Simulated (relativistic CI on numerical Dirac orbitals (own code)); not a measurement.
**Sn²⁷⁺: sensitivity of the levels to the model**

Base calculation: Dirac-Coulomb-Breit CI, KLI orbitals optimised for each configuration, QED by a radiative potential, unscaled Slater integrals.

Configuration list (outside the closed core [Ne]): 3s²3p⁶3d⁵, 3s²3p⁵3d⁶, 3s²3p⁴3d⁷, 3s3p⁶3d⁶, 3p⁶3d⁷, 3s3p⁵3d⁷, 3s²3p⁶3d⁴4s, 3s²3p⁶3d⁴4p, 3s²3p⁶3d⁴4d, 3s²3p⁶3d⁴4f, 3s²3p⁵3d⁵4s, 3s²3p⁶3d³4s², 3s3p⁶3d⁵4s, 3s²3p⁶3d⁴5s, 3p⁶3d⁶4s, 3s²3p⁶3d³4p². Levels of other configurations are missing.

Variants: (1) configuration mixing switched off; (2) non-relativistic limit. Shifts of the energy above 3s²3p⁶3d⁵ ⁶S5/2, in cm⁻¹, for the lowest level and the first level of each name with at least 55 % of one term (blank where a level changes its place among those of its configuration and J or its character, or is not in the variant):

```tsv
Level	Base	Δ(1)	Δ(2)
3s²3p⁶3d⁵ ⁶S5/2	0	0	0
3s²3p⁶3d⁵ ⁴G11/2	139004	-2294	-1022
3s²3p⁶3d⁵ ⁴G9/2	149671	-1494	-11689
3s²3p⁶3d⁵ ⁴P1/2	155576	+7496	-7551
3s²3p⁶3d⁵ ²I11/2	211957	-5548	-9883
3s²3p⁶3d⁵ ⁴D1/2	214824	+4607	-50677
3s²3p⁶3d⁵ ²I13/2	233806	-7562	-31732
3s²3p⁶3d⁵ ²G7/2	280371	+3059	
3s²3p⁶3d⁵ ²D3/2	295577	+8451	
3s²3p⁶3d⁵ ²S1/2	318513	+10979	-37895
3s²3p⁶3d⁵ ²H11/2	330020	-1147	-91971
3s²3p⁶3d⁵ ²P3/2	445706	+14879	-25312
3s²3p⁶3d⁵ ²P1/2	480749	+14131	-60355
3s²3p⁵3d⁶ ⁶F°11/2	1506040	-12093	-49966
3s²3p⁵3d⁶ ⁶D°9/2	1555291	-8201	
3s²3p⁵3d⁶ ⁶F°9/2	1574992	-9574	
3s²3p⁵3d⁶ ⁴H°13/2	1633315	-11077	-78590
3s²3p⁵3d⁶ ⁴I°15/2	1679071	-13627	-76224
```

At this charge energies of transitions that change n are usually good to better than 1 %, and those within a shell (Δn = 0) to a few per cent. Terms inside the open d or f shell come out 10 to 20 % too wide with unscaled integrals.

Ionisation energy from the two ground configurations alone: base 1508.15 eV. The NIST ASD value (theoretical) is 1508 eV.

LS names give the leading component of a level, which can be under half, so a name can repeat, a term be missing and a line seem to break the LS rules.
